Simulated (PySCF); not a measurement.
# B+ (boron, charge +1): BP86 calculation

Configuration: [He] 2s2, closed-shell 1S. Calculation: PySCF 2.14, in x2c-SVPall (3s2p1d, 14 functions); scalar relativity by spin-free X2C-1e.

```
Total energy                        : -24.3050 hartree
One-electron energy                 : -30.3234 hartree
Hartree (Coulomb) energy            : 9.6004 hartree
Exchange-correlation energy         : -3.5821 hartree
⟨S²⟩                                : 0.0000
⟨L²⟩                                : 0.000
Sum of ⟨r⟩                          : 4.258 bohr
Sum of ⟨r²⟩                         : 7.950 bohr²
Langevin diamagnetic susceptibility : -6.30 ×10⁻⁶ cm³/mol
Time after the integrals            : 0.05 s of wall time on 1 thread of Neoverse-V1 (shared host)
```

| shell | electrons | mean orbital energy (hartree) | rms radius, mean of both spins (bohr) |
| --- | --- | --- | --- |
| 1s | 2 | -7.12737 | 0.382 |
| 2s | 2 | -0.71540 | 1.96 |
